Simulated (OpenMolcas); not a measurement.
**d8 ions of charge +2 down a group on the Mg site of MgO**

```yaml
Program: OpenMolcas 26.06
Method: CASSCF
Spin-orbit_coupling: state interaction with AMFI integrals over the reference wave functions
```

The d shell is active. Each dopant is a cluster with its nearest anions in model potentials and point charges, with no relaxation. Distances were set from a Shannon-type radius of the metal (high-spin where two are listed) plus a fixed donor radius (O 1.38 Å), in hosts weighted 0.65 to 0.35 with the host's distance in the model lattice. Ligand basis ANO-RCC-VDZP, DKH2 Hamiltonian. States (labels of O, the rotations of Oh). Energies in cm-1 above the lowest state or level, χT in cm3 K/mol; 10Dq and B are least-squares fits to the states below 45000 cm-1, weighted by degeneracy, with a free offset, and given where the rms deviation is under 5 % of |10Dq| (or 100 cm-1) and under 700 cm-1. Spin-only χT is S(S+1) / 2 for the spin of the ground state.

```json
{"Ion": "Ni2+", "Shell": "3d8", "R (Å)": "2.082", "Metal basis": "ANO-RCC-VTZP", "Ground state": "3A2", "First state of that spin": "3T2 8245", "10Dq": "8112", "B (rms of fit)": "1254 (71)", "First gap with spin-orbit (degeneracies)": "7982 (3, 2)", "χT at 300 K": "1.356", "First state of another spin": "1E 18495", "Spin-only χT": "1.000"}
{"Ion": "Pt2+", "Shell": "5d8", "R (Å)": "2.154", "Metal basis": "ANO-RCC-VTZP", "Ground state": "3A2", "First state of that spin": "3T2 25248", "10Dq": "24723", "B (rms of fit)": "745 (149)", "First gap with spin-orbit (degeneracies)": "10507 (3, 2)", "χT at 300 K": "1.403", "First state of another spin": "1E 11304", "Spin-only χT": "1.000"}
```

|10Dq| changes by a factor of 24723 / 8112 = 3.05 from Ni2+ to Pt2+.

B goes from 1254 cm-1 (Ni2+) to 745 cm-1 (Pt2+).

Every ion keeps the highest spin of its shell. χT departs most from the spin-only value for Pt2+, by +0.403 cm3 K/mol.

Without dynamic correlation the repulsion within the d shell is too large (B by tens of per cent), so at a given field states of lower spin stand too high. Ligand-to-metal charge-transfer states are missing. With no ligand orbital active B as a rule stays too high, so bands that hang on it stand too high and its fall with covalency is understated. With metal d orbitals alone and no dynamic correlation 10Dq can be off by a tenth to a fifth, either way, in oxide and fluoride hosts (holds for Ni2+). Real 4d8 and 5d8 ions are as a rule square planar and diamagnetic (holds for Pt2+). The least metal-like active orbital is 78 % on the metal (Löwdin) and no ligand orbital is active, so the numbers are rough (holds for Pt2+). With metal d orbitals alone the field can be off either way by tens of per cent (holds for Pt2+). No measured value stands beside these numbers; the geometry was set by hand and not optimised.
